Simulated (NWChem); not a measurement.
System: BP$_{2}$H$_{5}$; SMILES PBP

Parts of the log:

```
             Northwest Computational Chemistry Package (NWChem) 7.3.0
             --------------------------------------------------------

                             Geometry "geometry" -> ""
                             -------------------------

 Output coordinates in angstroms (scale by  1.889725989 to convert to a.u.)

  No.       Tag          Charge          X              Y              Z
 ---- ---------------- ---------- -------------- -------------- --------------
    1 B                    5.0000    -0.71908600     0.04894100     0.00000000
    2 H                    1.0000    -1.92803800    -0.08898200     0.00000000
    3 P                   15.0000     0.14996200    -0.10653200    -1.66757100
    4 H                    1.0000    -0.68805800     0.72245200    -2.48018700
    5 H                    1.0000     1.26341100     0.78765000    -1.54160300
    6 P                   15.0000     0.14996200    -0.10653200     1.66757100
    7 H                    1.0000     1.26341100     0.78765000     1.54160300
    8 H                    1.0000    -0.68805800     0.72245200     2.48018700

 Effective nuclear repulsion energy (a.u.)     122.0044970592

                              NWChem Property Module
                              ----------------------

                                 NWChem DFT Module
                                 -----------------

 Summary of "ao basis" -> "ao basis" (spherical)
 ------------------------------------------------------------------------------
       Tag                 Description            Shells   Functions and Types
 ---------------- ------------------------------  ------  ---------------------
 B                        aug-cc-pvdz                9       23   4s3p2d
 H                        aug-cc-pvdz                5        9   3s2p
 P                        aug-cc-pvdz               11       27   5s4p2d

            General Information
            -------------------
          SCF calculation type: DFT
          Wavefunction type:  closed shell.
          No. of atoms     :     8
          No. of electrons :    40
           Alpha electrons :    20
            Beta electrons :    20
          Charge           :     0
          Spin multiplicity:     1
          Use of symmetry is: off; symmetry adaption is: off
          Maximum number of iterations: 150
          AO basis - number of functions:   122
                     number of shells:    56
          Convergence on energy requested:  1.00D-06
          Convergence on density requested:  1.00D-05
          Convergence on gradient requested:  5.00D-04

              XC Information
              --------------
                         PBE0 Method XC Functional
                     Hartree-Fock (Exact) Exchange  0.250
          PerdewBurkeErnzerhof Exchange Functional  0.750
            Perdew 1991 LDA Correlation Functional  1.000 local
           PerdewBurkeErnz. Correlation Functional  1.000 non-local

             Grid Information
             ----------------
          Grid used for XC integration:  medium
          Radial quadrature: Mura-Knowles
          Angular quadrature: Lebedev.
          Tag              B.-S. Rad. Rad. Pts. Rad. Cut. Ang. Pts.
          ---              ---------- --------- --------- ---------
          B                   0.85       49          14.0       434
          H                   0.35       45          16.0       434
          P                   1.00       88          16.0       590
          Grid pruning is: on
          Number of quadrature shells:   450
          Spatial weights used:  Erf1

      Superposition of Atomic Density Guess
      -------------------------------------

 Sum of atomic energies:        -708.33305380

      Non-variational initial energy
      ------------------------------

 Total energy =    -709.400035
 1-e energy   =   -1219.956645
 2-e energy   =     388.552113
 HOMO         =      -0.266138
 LUMO         =      -0.035403

   convergence    iter        energy       DeltaE   RMS-Dens  Diis-err
 ---------------- ----- ----------------- --------- --------- ---------
 d= 0,ls=0.0,diis     1   -710.2195670240 -8.32D+02  8.12D-03  1.87D-01
 d= 0,ls=0.0,diis     2   -710.2429621892 -2.34D-02  2.64D-03  2.65D-02
 d= 0,ls=0.0,diis     3   -710.2447640147 -1.80D-03  1.14D-03  1.64D-02
 d= 0,ls=0.0,diis     4   -710.2479142719 -3.15D-03  1.98D-04  4.83D-04
 d= 0,ls=0.0,diis     5   -710.2480060654 -9.18D-05  4.58D-05  2.08D-05
  Resetting Diis
 d= 0,ls=0.0,diis     6   -710.2480101621 -4.10D-06  1.37D-05  1.49D-06
 d= 0,ls=0.0,diis     7   -710.2480104510 -2.89D-07  3.07D-06  4.31D-08

         Total DFT energy =     -710.248010451006
      One electron energy =    -1222.728406538178
           Coulomb energy =      442.516978479158
    Exchange-Corr. energy =      -52.041079451192
 Nuclear repulsion energy =      122.004497059205

 Numeric. integr. density =       40.000020523868

                       DFT Final Molecular Orbital Analysis
                       ------------------------------------

[...]

 DFT Linear Response polarizability / au
 Frequency  =       0.0000000 / au
              X              Y              Z
 -----------------------------------------------
 X      66.9628864     -0.3062229      0.0000000
 Y      -0.3062389     60.1583936      0.0000000
 Z       0.0000000      0.0000000    101.9509578
 -----------------------------------------------
 Eigenvalues =      66.9766395     60.1446404    101.9509578
 Isotropic   =      76.3574126
 Anisotropic =      38.8435794
 -----------------------------------------------

 Magnetic Dipole Response Matrix (nonzero elements):

 Exiting AOResponse driver routine
```

Level: PBE0/aug-cc-pVDZ. Structure relaxed at the PBE-D3(BJ)/def2-SVP level.

Task: Write an input that gives this output.

Result: One answer among several that fit: the input that was run:
```
start job
memory heap 200 mb stack 900 mb global 1100 mb
geometry units angstroms noautosym nocenter noautoz
  B     -0.719086     0.048941     0.000000
  H     -1.928038    -0.088982     0.000000
  P      0.149962    -0.106532    -1.667571
  H     -0.688058     0.722452    -2.480187
  H      1.263411     0.787650    -1.541603
  P      0.149962    -0.106532     1.667571
  H      1.263411     0.787650     1.541603
  H     -0.688058     0.722452     2.480187
end
basis spherical
  B library aug-cc-pvdz
  H library aug-cc-pvdz
  P library aug-cc-pvdz
end
dft
  xc pbe0
  iterations 150
end
property
  response 1 0.0
end
task dft property
```
